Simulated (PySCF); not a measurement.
PySCF 2.14 output of an unrestricted LDA calculation on a single atom or ion in x2c-TZVPPall (6s5p4d2f1g, 64 functions), with the spin-free X2C one-electron Hamiltonian (Gaussian nucleus):

```
SCF conv_tol = 1e-09
number electrons alpha = 15  beta = 14
    P. A. M. Dirac.,  Math. Proc. Cambridge Philos. Soc. 26, 376 (1930)
    F. Bloch.,  Z. Phys. 57, 545 (1929)
    S. H. Vosko, L. Wilk, and M. Nusair.,  Can. J. Phys. 58, 1200 (1980)
cycle= 1 E= -1792.28881256455  delta_E= -0.0046  |g|=  0.4  |ddm|= 0.252
cycle= 2 E= -1792.2168199273  delta_E= 0.072  |g|= 0.87  |ddm|= 0.272
cycle= 3 E= -1792.31046294909  delta_E= -0.0936  |g|= 0.0302  |ddm|= 0.17
cycle= 4 E= -1792.31061669162  delta_E= -0.000154  |g|= 0.00265  |ddm|= 0.0104
cycle= 5 E= -1792.3106176374  delta_E= -9.46e-07  |g|= 9.52e-05  |ddm|= 0.000614
cycle= 6 E= -1792.31061763864  delta_E= -1.24e-09  |g|= 1.77e-06  |ddm|= 2.57e-05
cycle= 7 E= -1792.31061763864  delta_E= -4.55e-13  |g|= 6.95e-07  |ddm|= 1.75e-06
converged SCF energy = -1792.31061763864  <S^2> = 0.75157292  2S+1 = 2.0015723
```

The run itself started from symmetry-adapted Hartree-Fock orbitals and held the occupation by maximum overlap, on a logarithmic radial grid, so the iterations belong to that start.

Task: Which element, charge and spin multiplicity is this?

Result: Zn+ (zinc, charge +1), multiplicity 2; the state was [Ar] 3d10 4p1, 2P determinant (an excited configuration).
